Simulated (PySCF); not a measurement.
## Fractional electron number in Kr⁺ (krypton, charge +1)

The 4p beta orbital of [Ar] 3d10 4s2 4p5 is emptied in steps (occupation f), with all orbitals relaxed, ending at [Ar] 3d10 4s2 4p4. All numbers are calculated (PySCF 2.14, scalar relativity by spin-free X2C-1e, in aug-cc-pVTZ-DK). The exact energy is a straight line in f; departures are measured from the line between the end points of the same method.

| f | UHF (eV) | LDA (eV) | PBE (eV) | PBE0 (eV) | r2SCAN (eV) | LC-wPBE (eV) | BHandHLYP (eV) | wB97X (eV) | r2SCAN0 (eV) | HSE06 (eV) |
| --- | --- | --- | --- | --- | --- | --- | --- | --- | --- | --- |
| 1 | 0.000 | 0.000 | 0.000 | 0.000 | 0.000 | 0.000 | 0.000 | 0.000 | 0.000 | 0.000 |
| 0.8 | 0.153 | -0.874 | -0.844 | -0.599 | -0.789 | -0.135 | -0.371 | -0.209 | -0.561 | -0.670 |
| 0.6 | 0.224 | -1.314 | -1.265 | -0.897 | -1.171 | -0.200 | -0.560 | -0.322 | -0.831 | -1.006 |
| 0.4 | 0.220 | -1.316 | -1.264 | -0.894 | -1.154 | -0.197 | -0.563 | -0.333 | -0.818 | -1.006 |
| 0.2 | 0.143 | -0.878 | -0.840 | -0.593 | -0.755 | -0.129 | -0.379 | -0.233 | -0.534 | -0.670 |
| 0 | 0.000 | 0.000 | 0.000 | 0.000 | 0.000 | 0.000 | 0.000 | 0.000 | 0.000 | 0.000 |

| method | E(f=0) − E(f=1) (eV) | −ε at f=1 (eV) | −ε at f=0.4 (eV) |
| --- | --- | --- | --- |
| UHF | 23.232 | 24.210 | 23.026 |
| LDA | 24.611 | 19.164 | 25.700 |
| PBE | 24.304 | 19.032 | 25.370 |
| PBE0 | 24.344 | 20.598 | 25.106 |
| r2SCAN | 24.417 | 19.452 | 25.478 |
| LC-wPBE | 24.434 | 23.587 | 24.613 |
| BHandHLYP | 24.312 | 22.006 | 24.761 |
| wB97X | 24.351 | 23.069 | 24.562 |
| r2SCAN0 | 24.408 | 20.874 | 25.168 |
| HSE06 | 24.360 | 20.173 | 25.198 |

Orbital energy along the path (eV):

```tsv
f	UHF	LDA	PBE	PBE0	r2SCAN	LC-wPBE	BHandHLYP	wB97X	r2SCAN0	HSE06
1	-24.210	-19.164	-19.032	-20.598	-19.452	-23.587	-22.006	-23.069	-20.874	-20.173
0.8	-23.788	-21.321	-21.139	-22.103	-21.492	-23.935	-22.911	-23.543	-22.333	-21.844
0.6	-23.395	-23.502	-23.256	-23.608	-23.514	-24.279	-23.829	-24.036	-23.775	-23.520
0.4	-23.026	-25.700	-25.370	-25.106	-25.478	-24.613	-24.761	-24.562	-25.168	-25.198
0.2	-22.679	-27.903	-27.468	-26.583	-27.321	-24.931	-25.714	-25.159	-26.466	-26.875
0	-22.353	-30.098	-29.538	-28.035	-29.056	-25.214	-26.706	-25.896	-27.681	-28.532
```

Reference removal energy between the ground levels: 24.360 eV (measured; NIST Atomic Spectra Database, ionization energies). The calculation has no spin-orbit coupling. UHF lacks correlation.
